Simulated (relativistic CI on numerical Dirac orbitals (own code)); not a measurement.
# Cr3+ (3d3) in a crystal field

Calculated by Dirac-Coulomb-Breit CI, orbitals from a KLI potential per configuration, model QED (radiative potential, 1s self-energy scaled to tabulated hydrogen-like ionisation energies), valence Slater integrals scaled by 0.85, one configuration in a parametric crystal field (own radial code).

Field parameters in Wybourne normalisation: Oh B⁴₀ = 21Dq, B⁴₄ = √(5/14) B⁴₀. The field is a parameter set, without covalency.

S and J are read from ⟨S²⟩ = S(S + 1) and ⟨J²⟩ = J(J + 1) of each level; they are not fictitious spins.

Oh, 10Dq = 4100 cm⁻¹, the lowest 16 levels:

```csv
E (cm⁻¹),Degeneracy,Irrep,S,J
0.0,4,Γ8,1.50,3.34
4019,2,Γ7,1.50,3.13
4081,4,Γ8,1.50,3.37
4151,4,Γ8,1.50,3.49
4188,2,Γ6,1.50,3.65
7013,2,Γ7,1.50,2.93
7042,4,Γ8,1.50,3.16
7331,4,Γ8,1.50,3.94
7497,2,Γ6,1.50,4.33
16779,4,Γ8,0.50,3.92
17419,4,Γ8,0.50,4.37
17514,2,Γ6,0.50,3.82
19030,2,Γ6,0.51,4.24
19620,2,Γ6,1.49,0.74
19720,4,Γ8,1.47,1.65
19724,2,Γ7,0.53,3.41
```

Oh, 10Dq = 7400 cm⁻¹, the lowest 10 levels:

```tsv
E (cm⁻¹)	Degeneracy	Irrep	S	J
0.0	4	Γ8	1.50	3.41
7309	2	Γ7	1.50	3.15
7368	4	Γ8	1.50	3.38
7450	4	Γ8	1.50	3.56
7477	2	Γ6	1.50	3.66
12373	2	Γ7	1.50	2.89
12391	4	Γ8	1.50	3.02
12655	4	Γ8	1.50	3.80
12812	2	Γ6	1.50	4.19
17227	4	Γ8	0.50	3.97
```

Oh, 10Dq = 10700 cm⁻¹, the lowest 10 levels:

```csv
E (cm⁻¹),Degeneracy,Irrep,S,J
0.0,4,Γ8,1.50,3.44
10606,2,Γ7,1.50,3.16
10662,4,Γ8,1.50,3.38
10746,4,Γ8,1.50,3.60
10772,2,Γ6,1.50,3.67
17305,4,Γ8,1.43,3.03
17307,2,Γ7,1.50,2.86
17475,4,Γ8,1.44,3.67
17524,4,Γ8,0.63,3.91
17649,2,Γ6,1.48,3.96
```

Oh, 10Dq = 14050 cm⁻¹, the lowest 16 levels:

```csv
E (cm⁻¹),Degeneracy,Irrep,S,J
0.0,4,Γ8,1.50,3.45
13953,2,Γ7,1.50,3.16
14006,4,Γ8,1.50,3.38
14084,4,Γ8,1.49,3.62
14116,2,Γ6,1.50,3.67
17720,4,Γ8,0.51,3.96
18601,4,Γ8,0.51,4.22
18741,2,Γ6,0.51,3.79
21868,2,Γ7,1.49,2.82
21892,4,Γ8,1.50,2.88
22097,4,Γ8,1.49,3.43
22168,2,Γ6,1.50,3.68
25405,4,Γ8,0.51,3.59
25557,2,Γ7,0.51,3.84
28923,2,Γ6,0.50,4.11
31686,2,Γ7,0.50,4.43
```

Oh, 10Dq = 17300 cm⁻¹, the lowest 10 levels:

| E (cm⁻¹) | Degeneracy | Irrep | S | J |
| --- | --- | --- | --- | --- |
| 0.0 | 4 | Γ8 | 1.50 | 3.46 |
| 17175 | 4 | Γ8 | 1.36 | 3.61 |
| 17202 | 2 | Γ7 | 1.50 | 3.16 |
| 17276 | 4 | Γ8 | 1.48 | 3.49 |
| 17348 | 2 | Γ6 | 1.49 | 3.68 |
| 18005 | 4 | Γ8 | 0.75 | 3.87 |
| 18777 | 4 | Γ8 | 0.52 | 4.21 |
| 18902 | 2 | Γ6 | 0.53 | 3.77 |
| 25822 | 2 | Γ7 | 1.33 | 3.04 |
| 25879 | 4 | Γ8 | 1.31 | 3.03 |

The free-ion ground term has S = 3/2. Every field shown keeps that spin.

Levels of this model without a field, named by their leading LS term: 4F_3/2 0, 4F_5/2 223, 4F_7/2 523, 4F_9/2 892, 4P_1/2 14961, 4P_3/2 15073, 2G_7/2 15176, 4P_5/2 15353 cm⁻¹.
